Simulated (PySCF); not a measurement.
# Gas-phase XPS of chlorogermylene, computed

Compound: chlorogermylene, ClGeH (singlet state).
Numbering: `[Cl:1][GeH:2]`

Level of theory: delta-SCF UKS SCAN, pcX-2 on the ionised atom, pcseg-1 elsewhere, spin-free X2C (PySCF 2.14.0). Vertical ΔSCF values, vacuum level as zero.

**Question.** What binding energy does each computed site have?

**Answer.** 
| atom(s) | environment | level | binding energy (eV) | 2p1/2 (eV) | count |
| --- | --- | --- | --- | --- | --- |
| Cl1 | chlorine bonded to Ge | Cl 2p3/2 | 205.63 | 207.28 | 1 |
| Cl1 | chlorine bonded to Ge | Cl 1s | 2828.20 | – | 1 |

**Question.** Express the binding energy of Cl 2p3/2 of Cl1 in atomic units and per mole.

**Answer.** 205.63 eV = 7.5568 Eh = 19840 kJ/mol.

Spin–orbit and ligand-field terms were added within each 2p shell after the spin-free SCF. 2p1/2 minus 2p3/2 (ligand field included): Cl 1.65 eV. No level of germanium is listed. Isolated species at its PBE0-D3(BJ)/def2-SVP geometry, gas phase.

The run took 3.5 s of wall time on one thread of an Intel Xeon Platinum 8259CL at 2.50 GHz, no GPU, shared host with 96 logical CPUs at a one-minute load of 57, and the process peaked at 0.41 GiB of memory.
